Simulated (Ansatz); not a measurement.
Relaxation of CH2NTe (5 atoms, charge 0, multiplicity 2), to a largest force component of 0.015 eV/Å in at most 40 steps.

Theory: Ansatz, UKS B3LYP/def2-SVP.

```xyz
5
Properties=species:S:1:pos:R:3
C -0.434 0.336 -0.289
N 0.677 0.046 0.206
Te 2.449 0.742 0.496
H -1.295 -0.331 -0.297
H -0.570 1.310 -0.745
```

Problem. Where does it end, and by what steps?

Solution. It converged. After 7 steps the energy has fallen by 0.096 eV; H5 moved furthest, 0.06 Å.

| step | energy less start (eV) | largest force component (eV/Å) | accepted |
| --- | --- | --- | --- |
| 0 | 0.0000 | 1.291 | yes |
| 1 | -0.0777 | 0.442 | yes |
| 2 | -0.0910 | 0.275 | yes |
| 3 | -0.0915 | 0.265 | yes |
| 4 | -0.0904 | 0.142 | no |
| 5 | -0.0948 | 0.061 | yes |
| 6 | -0.0963 | 0.020 | yes |
| 7 | -0.0963 | 0.010 | yes |

```xyz
5
Properties=species:S:1:pos:R:3
C -0.433 0.358 -0.299
N 0.663 -0.002 0.217
Te 2.493 0.748 0.513
H -1.284 -0.345 -0.289
H -0.611 1.342 -0.771
```

Whether the end is a true minimum wasn't checked by a vibrational analysis.

Time of the run: 41 s on 1 thread of Intel(R) Xeon(R) Processor @ 2.70GHz (shared host), peak memory 0.18 GiB.
